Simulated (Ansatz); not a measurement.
Cost and result for the atomization energy of `C=[C]1[GeH2][SnH2]1` (10 atoms, 10 bonds).

```json
{"atom": "C1", "x (Å)": "0.145", "y (Å)": "1.803", "z (Å)": "0.511"}
{"atom": "C2", "x (Å)": "0.038", "y (Å)": "0.535", "z (Å)": "0.150"}
{"atom": "Ge3", "x (Å)": "-1.237", "y (Å)": "-0.651", "z (Å)": "-0.758"}
{"atom": "Sn4", "x (Å)": "1.039", "y (Å)": "-1.376", "z (Å)": "0.167"}
{"atom": "H5", "x (Å)": "-0.640", "y (Å)": "2.531", "z (Å)": "0.307"}
{"atom": "H6", "x (Å)": "1.022", "y (Å)": "2.187", "z (Å)": "1.029"}
{"atom": "H7", "x (Å)": "-2.548", "y (Å)": "-0.957", "z (Å)": "-0.017"}
{"atom": "H8", "x (Å)": "-1.464", "y (Å)": "-0.406", "z (Å)": "-2.258"}
{"atom": "H9", "x (Å)": "1.219", "y (Å)": "-2.139", "z (Å)": "1.678"}
{"atom": "H10", "x (Å)": "2.426", "y (Å)": "-1.527", "z (Å)": "-0.809"}
```

The species carries charge 0 and has multiplicity 1. Correlated methods include outer-core shells of Ge, Sn, which these sets cover unevenly. Scalar relativity is left out up to krypton. Sn: def2 effective core potential. The structure was optimised at the PBE0-D4/def2-TZVP level. Program: Ansatz. All runs use 4 threads of a server CPU on a shared host. Times are those of one run each, without the atoms' runs, and a repeat can differ threefold. Electronic energies, without spin–orbit coupling; frozen cores. CCSD(T)/CBS adds CCSD(T) − MP2 in def2-TZVPP to the MP2 limit, and its time is that of the two runs behind it. T1 = 0.014; the RHF reference is unstable towards UHF. With those shells the extrapolation isn't a true limit. B3LYP takes the VWN-RPA correlation (the form of Gaussian; ORCA's B3LYP/G). HSE06 is the plane-wave form, built on full-range PBE exchange.

CCSD(T)/CBS is a level of theory with its own doubt, some kJ/mol a heavy atom from the limit and from the frozen cores, so smaller differences don't rank the functionals.

| level | functions | wall time |
| --- | --- | --- |
| BLYP-D4/def2-TZVPP | 244 | 1.4 s |
| BHLYP-D4/def2-TZVPP | 244 | 2.2 s |
| HSE06-D4/def2-TZVPP | 244 | 2.5 s |
| r2SCAN-D4/def2-TZVPP (with forces) | 244 | 2.9 s |
| B3LYP-D4/def2-TZVPP (with forces) | 244 | 3.2 s |
| B2PLYP/def2-TZVPP | 244 | 3.8 s |
| PBE-QIDH/def2-TZVPP | 244 | 4.1 s |
| B97M-V/def2-TZVPP | 244 | 4.6 s |
| ωB97X-V/def2-TZVPP | 244 | 4.6 s |
| CCSD(T)/def2-SVP | 116 | 6 s |
| MP2/def2-QZVPP | 465 | 19 s |
| CCSD(T)/def2-TZVPP | 244 | 56 s |
| CCSD(T)/CBS(def2) | – | 75 s |

(1) What atomization energy does each give, and how far from CCSD(T)/CBS? (An estimate is asked.)

Results:

(1) Computed: 
```json
{"level": "BLYP-D4/def2-TZVPP", "atomization (kJ/mol)": "3069.1", "difference from CCSD(T)/CBS": "-50.1", "per bond": "-5.0"}
{"level": "BHLYP-D4/def2-TZVPP", "atomization (kJ/mol)": "3003.0", "difference from CCSD(T)/CBS": "-116.2", "per bond": "-11.6"}
{"level": "HSE06-D4/def2-TZVPP", "atomization (kJ/mol)": "3097.1", "difference from CCSD(T)/CBS": "-22.1", "per bond": "-2.2"}
{"level": "r2SCAN-D4/def2-TZVPP (with forces)", "atomization (kJ/mol)": "3108.3", "difference from CCSD(T)/CBS": "-10.9", "per bond": "-1.1"}
{"level": "B3LYP-D4/def2-TZVPP (with forces)", "atomization (kJ/mol)": "3081.2", "difference from CCSD(T)/CBS": "-38.0", "per bond": "-3.8"}
{"level": "B2PLYP/def2-TZVPP", "atomization (kJ/mol)": "3048.2", "difference from CCSD(T)/CBS": "-71.0", "per bond": "-7.1"}
{"level": "PBE-QIDH/def2-TZVPP", "atomization (kJ/mol)": "3078.2", "difference from CCSD(T)/CBS": "-41.0", "per bond": "-4.1"}
{"level": "B97M-V/def2-TZVPP", "atomization (kJ/mol)": "3144.5", "difference from CCSD(T)/CBS": "25.3", "per bond": "2.5"}
{"level": "ωB97X-V/def2-TZVPP", "atomization (kJ/mol)": "3109.6", "difference from CCSD(T)/CBS": "-9.6", "per bond": "-1.0"}
{"level": "CCSD(T)/def2-SVP", "atomization (kJ/mol)": "2913.7", "difference from CCSD(T)/CBS": "-205.5", "per bond": "-20.6"}
{"level": "MP2/def2-QZVPP", "atomization (kJ/mol)": "3086.2", "difference from CCSD(T)/CBS": "-33.0", "per bond": "-3.3"}
{"level": "CCSD(T)/def2-TZVPP", "atomization (kJ/mol)": "3043.0", "difference from CCSD(T)/CBS": "-76.2", "per bond": "-7.6"}
{"level": "CCSD(T)/CBS(def2)", "atomization (kJ/mol)": "3119.2", "difference from CCSD(T)/CBS": "0.0", "per bond": "0.0"}
```

From BLYP to BHLYP (50 % exact exchange), in def2-TZVPP and without D4, the atomization energy moves by −50.4 kJ/mol: exact exchange takes away binding that semilocal exchange gives to molecules. At CCSD(T), def2-SVP lies −205.5 kJ/mol from the extrapolated value and def2-TZVPP −76.3 kJ/mol: correlation converges slowly with the basis, and small sets miss more of it in the bonded molecule than in its fragments. The D4 term adds +38.5 kJ/mol with B3LYP and +20.2 kJ/mol with PBE0; it sums over pairs of atoms, weighted by their polarisabilities, and B3LYP, whose exchange is more repulsive, gets the larger term.

Spin–orbit coupling would lower the free Sn atoms strongly, and the atomization energy with them, by more than many differences here. For some Ge, Se and Sn compounds the MP2-based and the directly extrapolated limit differ by 10 to 25 kJ/mol.
